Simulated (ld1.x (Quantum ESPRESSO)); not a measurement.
What the settings do to the TM potential of I

Base potential:

```json
{"Element": "I", "Generator": "ld1.x (Quantum ESPRESSO) 7.5", "Type": "norm-conserving Troullier–Martins (Kleinman–Bylander form)", "Functional": "PBE", "Relativity": "scalar-relativistic", "Frozen core": "[Kr]", "Valence charge": "17", "Reference configuration": "4d10 5s2 5p5", "Partial waves": "5s (bound): rc 1.35 bohr; 5p (bound): rc 1.95 bohr; 4d (bound): rc 0.95 bohr", "Local potential": "the d channel", "Core correction": "none"}
```

All-electron outer shells of the reference configuration (PBE, scalar-relativistic, ld1.x):

```tsv
shell	level (eV)	outermost node (bohr)	outermost maximum (bohr)
4s	-180.60	0.37	0.68
4p	-127.57	0.37	0.72
4d	-50.28	0.35	0.78
5s	-17.41	0.88	1.70
5p	-7.09	0.96	2.02
```

Cutoffs, loose and tight: the cutoffs (Ry, on a coarse ladder) from which the occupation-weighted sum of valence levels, in a spherical-Bessel basis at the reference potential, stays within 10 and 1 mRy of its value at 400 Ry. They do not see the model core or the augmentation charge, which bear on the density cutoff. Test errors are all-electron minus pseudo excitation energies from the reference, over the configurations 4d10 5s2 5p4; 4d10 5s2 5p3; 4d10 5s2 5p2; 4d10 5s2 5p4.5; 4d9 5s2 5p5; 4d9 5s2 5p6; 4d10 5s1 5p5. A dash means not determined; rows that change the core or the reference have their own tests.

A true bound ghost makes a file unfit for plane-wave use even where its test errors are small: the radial tests pick states by their node count and pass the ghost by.

| change | outcome | cutoff, loose | cutoff, tight | bound ghosts | largest test error (meV) |
| --- | --- | --- | --- | --- | --- |
| base | generated | 140 Ry | 230 Ry | s, p | -358 |
| wave 5p (bound): rc 1.95 bohr becomes 5p (bound): rc 1.56 bohr | generated | 140 Ry | 230 Ry | s, p | -314 |
| wave 5p (bound): rc 1.95 bohr becomes 5p (bound): rc 2.02 bohr | generated | 140 Ry | 230 Ry | s, p | -359 |
| wave 5p (bound): rc 1.95 bohr becomes 5p (bound): rc 2.32 bohr | generated | 140 Ry | 230 Ry | s, p | -340 |
| wave 5p (bound): rc 1.95 bohr becomes 5p (bound): rc 2.50 bohr | generated | 140 Ry | 230 Ry | s, p | -311 |

Problem. What comes out with this change to the base: wave 5p (bound): rc 1.95 bohr becomes 5p (bound): rc 2.90 bohr?

Solution. outcome: generated; cutoff, loose: 140 Ry; cutoff, tight: 230 Ry; bound ghosts: s, p; largest test error (meV): -225.

Problem. What comes out with this change to the base: wave 5p (bound): rc 1.95 bohr becomes 5p (bound): rc 1.36 bohr?

Solution. outcome: generated; cutoff, loose: 160 Ry; cutoff, tight: 260 Ry; bound ghosts: s, p; largest test error (meV): -423.

Reading the sweep of the p radius (base included, trends over the rows without a ghost): Bound ghosts are found at 1.36, 1.56, 1.95, 2.02, 2.32, 2.5, 2.9 bohr. Every judged row has one, so this setting neither creates nor removes them.
